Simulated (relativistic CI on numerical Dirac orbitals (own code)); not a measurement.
## Cr3+: 3p photoemission

Computed with this model: Dirac-Coulomb-Breit CI, orbitals from a KLI potential per configuration, a model potential for QED, valence Slater integrals scaled by 0.9, multiplet model of photoemission in the sudden approximation; configurations [Ar] 3d3 → [Ne] 3s2 3p5 3d3; 80 K; Lorentzian 0.56 eV and Gaussian 0.6 eV FWHM. Energies are those of the free ion, without screening or charge transfer. The energies are binding energies and can lie tens of eV above those of solids. S is read from ⟨S²⟩ = S(S + 1).

Field parameters in Wybourne normalisation: D3d B²₀ = −7Dσ, B⁴₀ = −14Dq − 21Dτ, B⁴₃ = −14√(10/7) Dq. The field is a parameter set, without covalency.

free ion: ground-state S = 1.50, centroid 93.70 eV. Peaks (eV, height): 89.0 (92), 90.6 (100), 94.7 (40), 101.2 (13), 107.8 (32), 111.4 (22).

D3d, 10Dq = 22100, Dσ = -1200, Dτ = 290 cm⁻¹: ground-state S = 1.50, centroid 93.71 eV. Peaks (eV, height): 89.3 (100), 91.7 (29), 96.2 (18), 105.6 (6), 106.3 (6), 110.9 (17).

Strongest unbroadened transitions for D3d, 10Dq = 22100, Dσ = -1200, Dτ = 290 cm⁻¹:

| Energy (eV) | Relative strength |
| --- | --- |
| 88.96 | 97.8 |
| 89.02 | 99.8 |
| 89.07 | 100.0 |
| 89.10 | 49.8 |
| 89.38 | 48.7 |
| 89.42 | 95.2 |
| 89.56 | 89.9 |
| 89.78 | 89.4 |
| 89.79 | 44.8 |
| 91.43 | 13.5 |
| 91.55 | 39.7 |
| 91.80 | 21.6 |
| 91.81 | 23.5 |
| 91.82 | 10.7 |
| 95.89 | 15.8 |
| 110.80 | 26.6 |
| 110.93 | 18.9 |
| 111.01 | 20.2 |
